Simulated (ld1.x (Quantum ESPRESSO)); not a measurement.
**Before and after: TM potential for Ho**

holmium (Ho), norm-conserving Troullier–Martins (Kleinman–Bylander form), made with ld1.x (Quantum ESPRESSO) 7.5 (PBEsol, scalar-relativistic). Core [Xe] 4f10, reference 5d1.5 6s1.5 6p0. Waves: 6p (bound, empty): rc 3.25 bohr; 5d (bound): rc 3.55 bohr; 6s (bound): rc 2.40 bohr. Local part: the s channel. Core correction: a·sin(br)/r model core, default radius (core density twice the valence density).

All-electron outer shells of the reference configuration (PBEsol, scalar-relativistic, ld1.x):

| shell | level (eV) | outermost node (bohr) | outermost maximum (bohr) |
| --- | --- | --- | --- |
| 5p | -28.49 | 0.66 | 1.28 |
| 4f | -8.70 | – | 0.52 |
| 6s | -4.15 | 1.52 | 3.26 |
| 5d | -1.85 | 0.74 | 1.93 |
| 6p | -1.23 | 1.84 | 4.52 |

Change: wave 6s (bound): rc 2.40 bohr becomes 6s (bound): rc 2.66 bohr.

Cutoffs: the cutoffs (Ry, on a coarse ladder) from which the occupation-weighted sum of valence levels, in a spherical-Bessel basis at the reference potential, stays within 10 and 1 mRy of its value at 400 Ry; they do not see the model core or the augmentation charge, which bear on the density cutoff. Errors are all-electron minus pseudo energies relative to the spin-unpolarised reference configuration.

**Question.** Predict the effect on cutoff, ghosts and configuration errors.

**Answer.** The potential gets softer (15 Ry and 25 Ry → 12 Ry and 18 Ry); of the 7 tests that both files solve, the error grows in 5 and shrinks in 0 by more than 15 % and 0.3 meV (median size 11.4 → 19.6 meV); neither file shows a bound ghost. A larger radius leaves more room for a smooth pseudo-wave, so fewer plane waves are needed. More of the atom is replaced by a form fitted at one configuration, so other configurations suffer.

| quantity | base | changed |
| --- | --- | --- |
| cutoff, loose | 15 Ry | 12 Ry |
| cutoff, tight | 25 Ry | 18 Ry |
| loose cutoff by channel (10 mRy a level) | d 12 Ry, s 10 Ry | d 12 Ry, s 6 Ry |
| bound ghosts | none | none |
| error for 5d1 6s2 6p0, meV [ΔE -1.11 eV] | +0.2 | -2.9 |
| error for 5d1 6s1 6p0, meV [ΔE 5.86 eV] | -11 | -17 |
| error for 5d1 6s0 6p0, meV [ΔE 18.40 eV] | -111 | -109 |
| error for 5d1 6s1 6p1, meV [ΔE 2.01 eV] | -18 | -20 |
| error for 5d2 6s0 6p0, meV [ΔE 7.53 eV] | -3.0 | -12 |
| error for 5d0 6s2 6p0, meV [ΔE 4.66 eV] | +11 | -54 |
| error for 5d0 6s2 6p1, meV [ΔE 0.39 eV] | -33 | -74 |
| s: phases at 3.86 bohr within 0.05 rad from the reference energy up to (Ry; the scan ends near 5) | 0.5 | 1.0 |
| p: phases at 3.86 bohr within 0.05 rad from the reference energy up to (Ry; the scan ends near 5) | 1.7 | 1.4 |
| d: phases at 3.86 bohr within 0.05 rad from the reference energy up to (Ry; the scan ends near 5) | 0.8 | 0.7 |
